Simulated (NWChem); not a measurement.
System: SiH$_{2}$Cl$_{2}$; SMILES Cl[SiH2]Cl

Output (shortened):

```
             Northwest Computational Chemistry Package (NWChem) 7.3.0
             --------------------------------------------------------

 C2V symmetry detected

                             Geometry "geometry" -> ""
                             -------------------------

 Output coordinates in angstroms (scale by  1.889725989 to convert to a.u.)

  No.       Tag          Charge          X              Y              Z
 ---- ---------------- ---------- -------------- -------------- --------------
    1 Si                  14.0000     0.00000000     0.00000000    -0.76893048
    2 Cl                  17.0000    -1.68395300     0.00000000     0.41035852
    3 Cl                  17.0000     1.68395300     0.00000000     0.41035852
    4 H                    1.0000     0.00000000     1.23302800    -1.59358148
    5 H                    1.0000     0.00000000    -1.23302800    -1.59358148

 Effective nuclear repulsion energy (a.u.)     190.5726719261

      Symmetry information
      --------------------

 Group name             C2v
 Group number             16
 Group order               4
 No. of unique centers     3

                                 NWChem DFT Module
                                 -----------------

 Summary of "ao basis" -> "ao basis" (spherical)
 ------------------------------------------------------------------------------
       Tag                 Description            Shells   Functions and Types
 ---------------- ------------------------------  ------  ---------------------
 Si                          6-31g*                  8       18   4s3p1d
 Cl                          6-31g*                  8       18   4s3p1d
 H                           6-31g*                  2        2   2s

      Symmetry analysis of basis
      --------------------------

        a1         24
        a2          6
        b1         17
        b2         11

            General Information
            -------------------
          SCF calculation type: DFT
          Wavefunction type:  closed shell.
          No. of atoms     :     5
          No. of electrons :    50
           Alpha electrons :    25
            Beta electrons :    25
          Charge           :     0
          Spin multiplicity:     1
          Use of symmetry is: on ; symmetry adaption is: on
          Maximum number of iterations: 150
          AO basis - number of functions:    58
                     number of shells:    28
          Convergence on energy requested:  1.00D-06
          Convergence on density requested:  1.00D-05
          Convergence on gradient requested:  5.00D-04

              XC Information
              --------------
                  TPSS metaGGA Exchange Functional  1.000
             TPSS03 metaGGA Correlation Functional  1.000

             Grid Information
             ----------------
          Grid used for XC integration:  coarse
          Radial quadrature: Mura-Knowles
          Angular quadrature: Lebedev.
          Tag              B.-S. Rad. Rad. Pts. Rad. Cut. Ang. Pts.
          ---              ---------- --------- --------- ---------
          Si                  1.10       70           7.0       302
          Cl                  1.00       70           9.0       302
          H                   0.35       35           8.0       302
          Grid pruning is: on
          Number of quadrature shells:   175
          Spatial weights used:  Erf1

      Superposition of Atomic Density Guess
      -------------------------------------

 Sum of atomic energies:       -1208.71493803

      Non-variational initial energy
      ------------------------------

 Total energy =   -1209.379131
 1-e energy   =   -2051.508567
 2-e energy   =     651.556764
 HOMO         =      -0.372743
 LUMO         =       0.061985

      Symmetry analysis of molecular orbitals - initial
      -------------------------------------------------

  Numbering of irreducible representations:

     1 a1          2 a2          3 b1          4 b2

  Orbital symmetries:

     1 a1          2 b1          3 a1          4 a1          5 b1
     6 a1          7 b1          8 b2          9 a1         10 b1
    11 a2         12 a1         13 b2         14 a1         15 b1
    16 a1         17 b1         18 a1         19 b1         20 a1
    21 b2         22 a2         23 a1         24 b1         25 b2
    26 a1         27 b1         28 a1         29 b2         30 a1
    31 b2         32 a1         33 b1         34 b1         35 a1

   convergence    iter        energy       DeltaE   RMS-Dens  Diis-err
 ---------------- ----- ----------------- --------- --------- ---------
 d= 0,ls=0.0,diis     1  -1211.1382934706 -1.40D+03  2.19D-02  3.79D-01
 d= 0,ls=0.0,diis     2  -1211.1050531237  3.32D-02  1.42D-02  5.14D-01
 d= 0,ls=0.0,diis     3  -1211.1873291978 -8.23D-02  2.58D-03  1.84D-02
 d= 0,ls=0.0,diis     4  -1211.1901433451 -2.81D-03  5.97D-04  8.61D-04
 d= 0,ls=0.0,diis     5  -1211.1902729471 -1.30D-04  9.17D-05  1.86D-05
  Resetting Diis
 d= 0,ls=0.0,diis     6  -1211.1902761281 -3.18D-06  1.35D-05  4.53D-07
 d= 0,ls=0.0,diis     7  -1211.1902762129 -8.48D-08  3.74D-06  2.09D-08

         Total DFT energy =    -1211.190276212866
      One electron energy =    -2052.780247529137
           Coulomb energy =      729.321727435563
    Exchange-Corr. energy =      -78.304428045380
 Nuclear repulsion energy =      190.572671926087

[...]

                         DFT ENERGY GRADIENTS

    atom               coordinates                        gradient
                 x          y          z           x          y          z
   1 Si      0.000000   0.000000  -1.453068    0.000000   0.000000   0.005763
   2 Cl     -3.182210   0.000000   0.775465    0.003073   0.000000  -0.001050
   3 Cl      3.182210   0.000000   0.775465   -0.003073   0.000000  -0.001050
   4 H       0.000000   2.330085  -3.011432    0.000000   0.002556  -0.001831
   5 H       0.000000  -2.330085  -3.011432   -0.000000  -0.002556  -0.001831
```

Level: TPSS/6-31G* (spherical d). Coordinates come from a PBE0/def2-SVP optimisation.

**Question.** Write an input that gives this output.

**Answer.** One answer among several that fit: the input that was run:
```
start job
memory heap 200 mb stack 900 mb global 1100 mb
geometry units angstroms noautoz
  Si     0.000000     0.000000    -0.757262
  Cl    -1.683953     0.000000     0.422027
  Cl     1.683953     0.000000     0.422027
  H      0.000000     1.233028    -1.581913
  H      0.000000    -1.233028    -1.581913
end
basis spherical
  * library 6-31g*
end
dft
  xc xtpss03 ctpss03
  iterations 150
  grid coarse
end
task dft gradient
```
